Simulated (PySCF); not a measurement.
**Electron correlation in Li (lithium, neutral)**

[He] 2p1, 2P determinant (an excited configuration). All numbers are calculated (PySCF 2.14, scalar relativity by spin-free X2C-1e, in ANO-RCC-VTZP (4s3p2d1f, 30 functions)). Frozen: nothing; 3 electrons correlated.

MP2 pair energies summed by pair of shells (mhartree):

```csv
pair,energy,share (%)
1s-1s,-30.61,97.8
1s-2p,-0.68,2.2
```

Total MP2 correlation energy: -31.29 mhartree.

Same-spin part -0.36 and opposite-spin part -30.93 mhartree; SCS-MP2 scales them by 1/3 and 6/5 to -37.24 mhartree.

The basis was made for the ground configuration and has no added diffuse functions, which can raise the energy of the promoted electron.
